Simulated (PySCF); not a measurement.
C₇H₅NSi.
Atom-mapped SMILES: `[CH:1]#[C:2][C:3]#[C:4]/[C:5]([SiH3:6])=[CH:7]\[C:8]#[N:9]` (hydrogens: H10 on C1; H11, H12, H13 on Si6; H14 on C7)

Theory: TDDFT CAM-B3LYP/def2-SVPD, vertical, gas phase, core orbitals frozen in the response in PySCF. Isolated species at its GFN2-xTB geometry, gas phase.

| state | E (eV) | λ (nm) | ν̃ (cm⁻¹) | f | \|μ\| (D) | symmetry | main configurations (H = HOMO, L = LUMO) |
| --- | --- | --- | --- | --- | --- | --- | --- |
| S1 | 3.65 | 339.9 | 29420 | 0.0001 | 0.10 | – | H-1→L (93%) |
| S2 | 4.11 | 301.5 | 33170 | 0.217 | 3.73 | A′ | H→L (78%), H-1→L+1 (16%) |
| S3 | 4.68 | 264.7 | 37780 | 0.0000 | 0.02 | – | H→L+1 (89%) |
| S4 | 5.57 | 222.8 | 44890 | 0.448 | 4.61 | A′ | H-1→L+1 (33%), H-2→L (28%), H→L+3 (16%) |
| S5 | 5.82 | 213.0 | 46960 | 0.0002 | 0.10 | – | H-3→L (86%) |
| S6 | 5.99 | 207.0 | 48320 | 0.0009 | 0.20 | – | H-1→L+3 (45%), H-4→L (37%) |
| S7 | 6.23 | 198.9 | 50270 | 0.119 | 2.24 | A′ | H-2→L (58%), H→L+3 (27%) |
| S8 | 6.50 | 190.8 | 52400 | 0.0001 | 0.06 | – | H→L+2 (57%), H-2→L+1 (12%), H→L+4 (9%) |

Triplets (Tamm–Dancoff): T1 2.53 eV, H→L (90%); T2 3.43 eV, H-1→L (87%); T3 3.94 eV, H-1→L+1 (70%), H-2→L (12%).

The lowest singlet lies at 3.65 eV (340 nm, ultraviolet) and is dark (f under 0.0005); its leading configuration is HOMO-1→LUMO (93%). The strongest level in the table is S4 at 5.57 eV (223 nm, f = 0.448). Löwdin shares by element: HOMO carbon 63% or more (atoms not listed hold the other 37%); LUMO carbon 51% or more, nitrogen 10% (atoms not listed hold the other 39%). Orbital energies (eV): HOMO-3 -11.27, HOMO-2 -10.44, HOMO-1 -8.90, HOMO -8.50, LUMO -1.77, LUMO+1 -0.08, LUMO+2 0.76. Of the 8 states listed, 3 reach f = 0.01 and 4 stay under 0.0005. The listed states span 2.85 eV, and the widest gap between neighbours is 0.88 eV (S3 to S4). Symmetry labels in Cs follow from the direction of the transition dipole and are given only for states with f of 0.002 or more. The window holds the lowest 8 singlets.

Hardware: one thread, Arm Neoverse N1 (aarch64), shared host with 64 logical CPUs at a one-minute load of 61. Cost: 99 s, 1.0 GiB resident at most.
